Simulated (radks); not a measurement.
Effect of the nuclear size on neutral potassium, [Ar] 4s1. Method: Dirac Kohn-Sham, exchange-only LDA, spin-unpolarised, spherical densities, finite nucleus; Fermi nuclear charge, rms radius 3.4349 fm; computed with a radial shooting solver on a logarithmic mesh with Libxc functionals. The rms radius is varied about that value; shifts are against it.

\begin{tabular}{lrrrr}
rms radius (fm) & total energy shift (eV) & density at nucleus (e/bohr^3) & 1s1/2 shift (meV) & 2s1/2 shift (meV) \\ \hline
3.0193 & -0.00533 & 5168 & -2.25 & -0.173 \\
3.2048 & -0.00303 & 5161 & -1.28 & -0.098 \\
3.4349 & 0 & 5153 & 0.000 & 0.000 \\
3.6788 & 0.00344 & 5145 & 1.45 & 0.112 \\
3.9467 & 0.00748 & 5136 & 3.16 & 0.243 \\
\end{tabular}

Slopes of the eigenvalues against <r^2> in GHz/fm^2, as finite differences over the two radii next to the reference (eigenvalue slopes, not the field-shift constants of lines): 1s1/2 202, 2s1/2 15.6.
